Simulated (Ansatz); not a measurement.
Nudged elastic band run: CH₄GaNSi

The input (input.yaml):

```yaml
crystal:
  periodic: [false, false, false]
  atoms:
    - { symbol: "N", position_ang: [2.017131, -0.844556, 2.137839] }
    - { symbol: C, position_ang: [1.406681, -0.201951, 1.362915] }
    - { symbol: Si, position_ang: [0.398573, 0.745444, 0.100378] }
    - { symbol: Ga, position_ang: [-1.293586, -0.679826, -0.949136] }
    - { symbol: H, position_ang: [1.382313, 1.302423, -0.895351] }
    - { symbol: H, position_ang: [-0.227506, 1.902477, 0.836352] }
    - { symbol: H, position_ang: [-2.133855, -0.066464, -2.147636] }
    - { symbol: H, position_ang: [-1.549741, -2.157547, -0.44536] }
basis:
  gaussian: { orbitals: def2-SVP }
hamiltonian:
  xc: revpbe
neb:
  order_check: false
  images: 3
  f_tol: 0.05
  max_iterations: 60
  initial_path: idpp
  climbing: true
  final_atoms:
    - { symbol: "N", position_ang: [1.4612953, -0.71934533, 2.43723735] }
    - { symbol: C, position_ang: [1.13154169, -0.11368586, 1.48245438] }
    - { symbol: Si, position_ang: [0.51865031, 0.77138062, -0.05482919] }
    - { symbol: Ga, position_ang: [-1.25638407, -0.6816716, -0.92562298] }
    - { symbol: H, position_ang: [1.70946552, 0.92512426, -0.96279397] }
    - { symbol: H, position_ang: [0.06800026, 2.13375609, 0.39780667] }
    - { symbol: H, position_ang: [-2.7707596, -0.37189145, -0.5756904] }
    - { symbol: H, position_ang: [-0.8617994, -1.94366672, -1.79856084] }
```

Command:

```bash
$ ansatz run input.yaml --threads 2 --pin off --max-ram 3072MiB --backend cpu --events-out ev --progress --plain --runs-dir out
```

Output, in part (warnings, iteration lines, the closing report on the highest movable image, with atoms numbered from 0):

```
NEB end point (image 0): max|allowed force component| = 8.262e-3 eV/Å (the criterion of neb.relax_end_points is 1.000e-2)
NEB end point (image 4): max|allowed force component| = 1.193e-2 eV/Å (the criterion of neb.relax_end_points is 1.000e-2)
NEB iter   1: max|band force component| = 8.776e-1 eV/Å  barrier→ = 0.1063 eV  barrier← = 0.1000 eV  Δτ_max = 0.1663 Å  (140 SCF iters)
NEB iter   2: max|band force component| = 1.765e-1 eV/Å  barrier→ = 0.0141 eV  barrier← = 0.0078 eV  CI = image 2  Δτ_max = 0.0578 Å  (86 SCF iters)
NEB iter   3: max|band force component| = 5.994e-2 eV/Å  barrier→ = 0.0075 eV  barrier← = 0.0012 eV  CI = image 3  Δτ_max = 0.0147 Å  (87 SCF iters)
NEB iter   4: max|band force component| = 2.947e-2 eV/Å  barrier→ = 0.0070 eV  barrier← = 0.0007 eV  CI = image 3  Δτ_max = 0.0000 Å  (175 SCF iters)
Total energy: -62829.55743143 eV, -2308.9436482013 hartree
Atom 0 at     1.183627    -0.500532     2.683861 Å, force    -0.004192     0.000650     0.000663 eV/Å
Atom 1 at     0.962420     0.004865     1.643435 Å, force     0.010788    -0.010986     0.010258 eV/Å
Atom 2 at     0.529539     0.733848    -0.028415 Å, force    -0.022461     0.006904    -0.016007 eV/Å
Atom 3 at    -1.159378    -0.740824    -1.028499 Å, force    -0.004948     0.011551     0.005533 eV/Å
Atom 4 at     1.813306     0.787876    -0.815313 Å, force    -0.000270    -0.004034    -0.001799 eV/Å
Atom 5 at     0.062607     2.140271     0.232442 Å, force     0.008362     0.000451     0.001684 eV/Å
Atom 6 at    -2.592136    -0.165603    -1.391267 Å, force     0.003904    -0.005382    -0.002586 eV/Å
Atom 7 at    -0.799975    -2.259902    -1.296245 Å, force     0.008817     0.000847     0.002253 eV/Å
Dipole moment:    -0.260859     0.179388    -0.694262 e Å
```

It converged. The top lies less than 8 meV above the higher end, about what the thresholds resolve: that end is a shoulder or a very shallow well. Another band between the same ends (7 images) ends at a top of the same energy, where a vibrational analysis finds 1 clearly imaginary mode. So few images can step over the top or miss a turn of the path.

Final band (atoms are numbered from 1 in the order of the input):

```
image  path coordinate (Å)  energy (kJ/mol)  dihedral H5–Si3–Ga4–H7 (°)
    0                 0.00              0.0                         -55
    1                 0.67              0.1                         -77
    2                 1.34              0.5                        -100
    3                 2.01              0.7                        -124
    4                 2.68              0.6                        -147
```

Time of the run: 16 s on 2 threads of Intel(R) Xeon(R) Platinum 8488C (Sapphire Rapids) (shared host), peak memory 0.15 GiB.
